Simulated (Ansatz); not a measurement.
A made-up structure of CH₄NTe (charge +1), singlet:

C1  (0.019, 1.218, -0.037)
Te2  (-1.144, -0.014, -0.940)
N3  (1.068, 0.031, 1.086)
H4  (-1.056, -1.692, -0.763)
H5  (-2.330, 0.644, -1.948)
H6  (1.107, -0.957, 0.873)
H7  (1.943, 0.404, 1.431)
(Å)

It is relaxed with PBE-D4/def2-SVP and then PBE0-D4/def2-TZVP (Ansatz 0.2.0). Atoms count as bonded within 1.22 times the sum of their covalent radii (H–H: 0.88 Å). The end point is not checked to be a true minimum.

(1) Does its bonding change? (A judgement: the text doesn't fix the answer.)

## Answers

(1) By the calculation: Yes. Formed: C1–N3; broken: none.

Where it ends: The first stage lowers the energy by 5.15 eV in 19 steps. It ends as CH₄NTe ([NH2][C][TeH2]), total charge +1:
C1  (0.377, 0.879, -0.053)
Te2  (-0.781, -0.209, -1.591)
N3  (0.972, 0.162, 0.831)
H4  (-1.337, -1.633, -0.904)
H5  (-2.121, 0.610, -1.061)
H6  (0.972, -0.847, 0.962)
H7  (1.526, 0.673, 1.518)
(Å)

Labels in which every atom is bracketed show which atoms are joined, not bond orders.

For scale, one of the runs: PBE0-D4/def2-TZVP relaxation, 136 basis functions, launched by `ansatz run in.yaml --threads 2 --pin off --events-out ev --progress --plain --max-ram 4352MiB`. Hardware: 2 CPU threads of an Arm Neoverse V1, shared host. Wall time about 27 s.
